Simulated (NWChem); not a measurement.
Lowest excitation of BCl

```
B
Cl 1 1.7192
```
Charge 0, spin multiplicity 1.

The numbers come from NWChem runs, not from measurements. The geometry was optimised at PBE0/def2-SVP, a minimum by its harmonic frequencies.

Basis set: def2-SVPD.

```
method         lowest vertical singlet excitation energy (eV)  relative cost  difference from EOM-CCSD
-------------  ----------------------------------------------  -------------  ------------------------
TDA-BHandHLYP                                            4.66        under 3                     -0.06
CIS                                                      4.67              1                     -0.06
TD-B3LYP                                                 4.38        under 3                     -0.34
TD-PBE                                                   4.38        under 3                     -0.34
EOM-CCSD                                                 4.73              4                      0.00
```

The values span 0.34 eV, from TD-PBE (lowest) to EOM-CCSD (highest). Costs are rough ratios of processor time within this set of runs, SCF included, with CIS as 1.

The correlated methods keep 6 core orbitals frozen. B3LYP has NWChem's definition, with VWN1-RPA local correlation. The structure started from a generated list of species. Differences from the coupled-cluster row are differences between methods, not errors against experiment.
